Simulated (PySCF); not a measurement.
Geometries of 2 isomers of CH7Ge2NO, from PBE0-D3(BJ)/def2-SVP geometry optimisation, gas phase in PySCF. One conformer each, no zero-point energy, no frequencies.

Question: Which isomer lies lower at this level?
A.
```xyz
12
angstrom
O      2.806    1.340   -0.807
C      1.910    1.012   -0.077
Ge     1.107   -0.821   -0.134
N     -0.564   -0.725    0.613
Ge    -1.964    0.269   -0.036
H      1.492    1.732    0.684
H      1.110   -1.286   -1.606
H      1.943   -1.781    0.733
H     -0.801   -1.465    1.266
H     -2.924   -0.561   -0.917
H     -2.753    0.877    1.139
H     -1.315    1.380   -0.884
```
B.
```xyz
12
angstrom
O      0.838    1.768    1.766
C     -0.118    1.295    1.189
N     -0.047    0.168    0.426
Ge    -1.515   -0.546   -0.469
Ge     1.691   -0.558    0.388
H     -1.131    1.761    1.248
H     -1.760   -1.977    0.037
H     -1.220   -0.558   -1.977
H     -2.701    0.373   -0.139
H      2.663    0.446   -0.239
H      2.106   -0.986    1.799
H      1.523   -1.791   -0.523
```

Answer: B. That is `O=C[N]([GeH3])[GeH3]`, 24.7 kcal/mol below the other.

```
                SMILES              atoms numbered as above       E (Eh)  relative (kcal/mol)  relative (kJ/mol)  dipole (D)
  O=C[N]([GeH3])[GeH3]  [O:1]=[CH:2][N:3]([GeH3:4])[GeH3:5]  -4324.95334                  0.0                0.0        3.15
O=[CH][GeH2][NH][GeH3]   [O:1]=[CH:2][GeH2:3][NH:4][GeH3:5]  -4324.91391                 24.7              103.5        2.78
```

As drawn, the lower has a C(=O)–N unit, which the higher lacks; the higher has an N–H bond, which the lower lacks.
